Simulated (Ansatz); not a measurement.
Steps of a relaxation of CH₇BN₂, SMILES `CNBN` with RKS PBE-D4/def2-SVP.

```sh
$ ansatz run in.yaml --threads 2 --pin off --events-out ev --progress --plain --max-ram 4352MiB
```

```yaml
crystal:
  periodic: [false, false, false]
  atoms:
    - {symbol: C, position_ang: [-0.720800, 1.137900, -0.008600]}
    - {symbol: N, position_ang: [-0.632400, -0.004500, 0.824800]}
    - {symbol: B, position_ang: [0.732100, -0.616400, 0.655500]}
    - {symbol: N, position_ang: [1.271600, -1.249700, -0.646600]}
    - {symbol: H, position_ang: [-0.710900, 0.908800, -1.116800]}
    - {symbol: H, position_ang: [-1.760900, 1.662000, 0.165400]}
    - {symbol: H, position_ang: [0.036200, 1.940700, 0.229700]}
    - {symbol: H, position_ang: [-1.288900, -0.696400, 0.505000]}
    - {symbol: H, position_ang: [1.474200, -0.682200, 1.655100]}
    - {symbol: H, position_ang: [0.458900, -1.943600, -0.891100]}
    - {symbol: H, position_ang: [1.206200, -0.513600, -1.351700]}
basis:
  gaussian: {orbitals: def2-SVP}
hamiltonian: {xc: pbe, dispersion: d4}
relax: {f_tol: 0.03, max_steps: 200}
```

Positions (Å) and forces (eV/Å) along the path, 13 of 20 steps:

```xyz
11
step=1 energy=-4797.1540 eV
C    -0.721    1.138   -0.009   -2.183    2.228   -0.822
N    -0.632   -0.004    0.825    2.082   -0.952    0.927
B     0.732   -0.616    0.655    0.427   -0.676   -0.221
N     1.272   -1.250   -0.647   -1.954   -0.928    1.701
H    -0.711    0.909   -1.117    0.279    0.343    0.198
H    -1.761    1.662    0.165    1.430   -0.539   -0.277
H     0.036    1.941    0.230   -0.209   -0.559   -0.126
H    -1.289   -0.696    0.505   -0.922   -0.650   -0.319
H     1.474   -0.682    1.655   -0.193    0.225   -0.454
H     0.459   -1.944   -0.891    1.412    1.295    0.024
H     1.206   -0.514   -1.352   -0.170    0.213   -0.631
11
step=4 energy=-4797.9752 eV
C    -0.809    1.204    0.052    0.896   -0.504    0.134
N    -0.625   -0.112    0.720   -0.431   -0.116   -0.383
B     0.746   -0.612    0.603    0.192    0.211   -0.132
N     1.168   -1.492   -0.501   -0.277    0.724   -0.939
H    -0.668    1.174   -1.068   -0.121   -0.079    0.287
H    -1.783    1.648    0.260   -0.596    0.161    0.175
H    -0.037    1.914    0.416   -0.032    0.005    0.124
H    -1.305   -0.785    0.310    0.278    0.340    0.001
H     1.592   -0.264    1.450   -0.214    0.253   -0.613
H     0.315   -1.908   -0.929    0.160    0.082    0.031
H     1.471   -0.823   -1.292    0.144   -1.076    1.315
11
step=7 energy=-4798.7267 eV
C    -0.835    1.245    0.144   -0.127   -0.235    0.147
N    -0.682   -0.139    0.626    0.297   -0.044   -0.137
B     0.689   -0.579    0.482    0.197    0.267   -0.260
N     1.116   -1.626   -0.430    0.128    0.854   -0.826
H    -0.729    1.329   -0.968   -0.083    0.040    0.097
H    -1.814    1.684    0.422   -0.060    0.028    0.076
H    -0.032    1.879    0.573   -0.066   -0.038    0.099
H    -1.374   -0.777    0.210   -0.013    0.229   -0.077
H     1.546    0.101    1.083   -0.226   -0.264   -0.442
H     0.348   -1.976   -1.039    0.380    0.091    0.310
H     1.833   -1.199   -1.084   -0.427   -0.928    1.013
11
step=8 energy=-4798.9232 eV
C    -0.862    1.259    0.168   -0.067   -0.065    0.049
N    -0.675   -0.129    0.600    0.030    0.113   -0.162
B     0.691   -0.538    0.416    0.256   -0.058    0.206
N     1.097   -1.630   -0.420    0.666    0.645   -0.988
H    -0.767    1.369   -0.942   -0.103    0.133    0.086
H    -1.842    1.686    0.466   -0.042   -0.020    0.101
H    -0.057    1.883    0.608   -0.080    0.039    0.063
H    -1.379   -0.752    0.187   -0.003    0.085   -0.053
H     1.560    0.122    1.000   -0.153   -0.051   -0.379
H     0.366   -1.981   -1.059    0.221   -0.033    0.148
H     1.933   -1.345   -1.003   -0.725   -0.788    0.929
11
step=9 energy=-4799.1404 eV
C    -0.888    1.301    0.203   -0.148    0.032    0.049
N    -0.669   -0.109    0.517    0.100    0.120   -0.233
B     0.691   -0.520    0.343    0.223    0.017    0.120
N     1.105   -1.666   -0.400    0.605    0.226   -0.806
H    -0.815    1.514   -0.897   -0.112    0.048    0.178
H    -1.878    1.667    0.553    0.059    0.017    0.050
H    -0.089    1.905    0.685   -0.152   -0.007    0.038
H    -1.383   -0.720    0.105   -0.017    0.079   -0.026
H     1.562    0.191    0.850   -0.122   -0.067   -0.255
H     0.425   -2.113   -1.032    0.184    0.058    0.202
H     2.004   -1.506   -0.908   -0.620   -0.523    0.681
11
step=10 energy=-4799.2980 eV
C    -0.917    1.329    0.229   -0.061    0.138   -0.077
N    -0.649   -0.082    0.448    0.072   -0.102   -0.184
B     0.708   -0.505    0.287    0.121   -0.014   -0.010
N     1.110   -1.689   -0.401    0.488    0.201   -0.404
H    -0.877    1.597   -0.859   -0.105    0.114    0.164
H    -1.905    1.659    0.617    0.016   -0.066    0.072
H    -0.130    1.929    0.728   -0.063    0.022    0.033
H    -1.377   -0.689    0.056    0.009    0.049   -0.016
H     1.579    0.221    0.757   -0.038   -0.034   -0.150
H     0.460   -2.165   -1.034    0.051   -0.021    0.120
H     2.063   -1.661   -0.807   -0.489   -0.286    0.453
11
step=11 energy=-4799.4451 eV
C    -0.948    1.364    0.256   -0.054    0.000   -0.113
N    -0.613   -0.050    0.309    0.191    0.152   -0.142
B     0.748   -0.478    0.208   -0.132   -0.024   -0.012
N     1.120   -1.728   -0.370    0.473    0.179   -0.213
H    -0.978    1.756   -0.794   -0.038    0.014    0.156
H    -1.935    1.600    0.713    0.056   -0.069    0.091
H    -0.167    1.944    0.788   -0.070   -0.003    0.031
H    -1.340   -0.656   -0.085    0.025    0.056    0.005
H     1.624    0.266    0.650   -0.116   -0.103   -0.157
H     0.464   -2.257   -0.949    0.072   -0.020    0.060
H     2.091   -1.817   -0.704   -0.406   -0.182    0.295
11
step=12 energy=-4799.5436 eV
C    -0.972    1.389    0.281   -0.019    0.078   -0.118
N    -0.581    0.001    0.177   -0.096   -0.099   -0.157
B     0.761   -0.459    0.123    0.229    0.080    0.091
N     1.131   -1.754   -0.340    0.198   -0.008   -0.252
H    -1.072    1.872   -0.725   -0.085    0.052    0.154
H    -1.937    1.529    0.821    0.078   -0.052   -0.021
H    -0.194    1.954    0.830    0.007    0.000    0.026
H    -1.311   -0.601   -0.215   -0.036    0.022    0.035
H     1.640    0.294    0.522   -0.014   -0.027   -0.024
H     0.489   -2.326   -0.892    0.034   -0.065    0.080
H     2.112   -1.956   -0.561   -0.297    0.018    0.186
11
step=15 energy=-4799.6121 eV
C    -0.984    1.403    0.292    0.051    0.009    0.029
N    -0.551    0.067   -0.049   -0.030    0.012   -0.014
B     0.776   -0.431    0.033    0.012    0.008   -0.010
N     1.145   -1.739   -0.382    0.013   -0.025   -0.009
H    -1.306    1.996   -0.595   -0.007    0.015   -0.009
H    -1.834    1.409    1.013    0.005   -0.005    0.019
H    -0.143    1.949    0.766   -0.040   -0.007   -0.022
H    -1.294   -0.522   -0.434    0.022   -0.013   -0.004
H     1.643    0.304    0.483   -0.011   -0.011    0.000
H     0.507   -2.425   -0.785    0.000    0.012    0.007
H     2.106   -2.068   -0.323   -0.014    0.006    0.014
11
step=16 energy=-4799.6120 eV rejected
C    -0.983    1.403    0.300   -0.142    0.000   -0.144
N    -0.544    0.084   -0.095    0.178   -0.029    0.024
B     0.779   -0.425    0.015   -0.031   -0.025    0.080
N     1.141   -1.745   -0.366   -0.010    0.053   -0.032
H    -1.364    2.000   -0.563   -0.008    0.012    0.055
H    -1.794    1.379    1.065    0.016   -0.008   -0.009
H    -0.136    1.964    0.735    0.057   -0.020    0.014
H    -1.272   -0.508   -0.500   -0.083    0.036    0.015
H     1.641    0.303    0.481    0.019    0.013    0.008
H     0.504   -2.426   -0.777   -0.010   -0.029    0.001
H     2.094   -2.086   -0.274    0.013   -0.004   -0.012
11
step=17 energy=-4799.6136 eV
C    -0.985    1.403    0.293    0.012    0.001    0.008
N    -0.546    0.074   -0.070   -0.010    0.010   -0.005
B     0.778   -0.430    0.030    0.002    0.004   -0.003
N     1.145   -1.739   -0.380    0.006   -0.011   -0.003
H    -1.338    1.998   -0.582   -0.005    0.004   -0.002
H    -1.812    1.395    1.039    0.004   -0.003    0.007
H    -0.138    1.956    0.745   -0.010   -0.003   -0.008
H    -1.286   -0.515   -0.460    0.007   -0.002   -0.003
H     1.642    0.300    0.491   -0.003   -0.003    0.001
H     0.506   -2.424   -0.783    0.001    0.001    0.002
H     2.101   -2.077   -0.301   -0.004    0.000    0.005
11
step=19 energy=-4799.5980 eV rejected
C    -0.984    1.395    0.289    0.062    0.318    0.122
N    -0.532    0.090   -0.091   -0.316   -0.342   -0.225
B     0.780   -0.423    0.017    0.227   -0.178    0.210
N     1.145   -1.741   -0.378   -0.642    0.467   -0.025
H    -1.379    1.985   -0.565   -0.076    0.079   -0.127
H    -1.777    1.379    1.067   -0.102   -0.039    0.084
H    -0.136    1.966    0.707    0.087    0.075    0.054
H    -1.277   -0.494   -0.483    0.107   -0.021    0.001
H     1.634    0.289    0.526    0.031    0.019   -0.087
H     0.510   -2.423   -0.780   -0.167   -0.124   -0.104
H     2.081   -2.080   -0.288    0.788   -0.254    0.097
11
step=20 energy=-4799.6142 eV
C    -0.985    1.404    0.292    0.000   -0.001    0.001
N    -0.540    0.085   -0.097    0.001   -0.001    0.000
B     0.778   -0.429    0.028   -0.001    0.000    0.000
N     1.144   -1.741   -0.376    0.000    0.000    0.000
H    -1.383    1.997   -0.564    0.000    0.000    0.000
H    -1.782    1.379    1.072    0.000    0.001    0.000
H    -0.130    1.967    0.714    0.000    0.001   -0.001
H    -1.277   -0.502   -0.495    0.000    0.000    0.000
H     1.639    0.294    0.507    0.000    0.000    0.000
H     0.506   -2.424   -0.785    0.000    0.000    0.000
H     2.095   -2.086   -0.276    0.000    0.000    0.000
```

Run time 33 s (2 threads of an Arm Neoverse V1 on a shared host); peak host memory 0.12 GiB.
